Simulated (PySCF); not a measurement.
These 3 structures share the formula C2H11GeNSi. The calculation used PBE0-D3(BJ)/def2-SVP geometry optimisation, gas phase (PySCF 2.14.0). Energies are electronic, without zero-point or thermal terms, for one conformer each. No frequencies were run at this level. Point groups hold within 0.08 Å.

Problem. Order them by energy at this level, lowest first, and give relative energies in kJ/mol.
A. `[CH3:1][N:2]([CH3:3])[GeH2:4][SiH3:5]` with C1–N2–Ge4–Si5 71°
B. `[CH3:1][CH2:2][N:3]([SiH3:4])[GeH3:5]` with C1–C2–N3–Si4 92°
C. `[CH3:1][CH2:2][GeH2:3][NH:4][SiH3:5]` with C1–C2–Ge3–N4 53°, C2–Ge3–N4–Si5 64°

Solution. C (0.0), B (47.0), A (102.0).

As drawn, the lowest has an N–H bond, which the highest lacks.

| SMILES | E (Eh) | E rel (kJ/mol) | dipole (D) | point group | A, B, C (MHz) |
| --- | --- | --- | --- | --- | --- |
| C[CH2][GeH2][NH][SiH3] | -2503.11079 | 0.0 | 1.08 | C1 | 3233, 1517, 1167 |
| CC[N]([SiH3])[GeH3] | -2503.09288 | 47.0 | 0.87 | C1 | 2699, 1727, 1157 |
| C[N](C)[GeH2][SiH3] | -2503.07194 | 102.0 | 0.47 | near Cs | 3390, 1526, 1376 |

Problem. How do the relative energies change in single points at PBE0/def2-SVPD (no added dispersion term) on the same geometries?

Solution. 
```csv
SMILES,PBE0-D3(BJ)/def2-SVP (kJ/mol),PBE0/def2-SVPD (kJ/mol),shift
C[CH2][GeH2][NH][SiH3],0.0,0.0,0.0
CC[N]([SiH3])[GeH3],47.0,53.3,+6.3
C[N](C)[GeH2][SiH3],102.0,103.2,+1.2
```

Each column counts from its own lowest isomer. The order is unchanged; the largest shift is 6.3 kJ/mol.
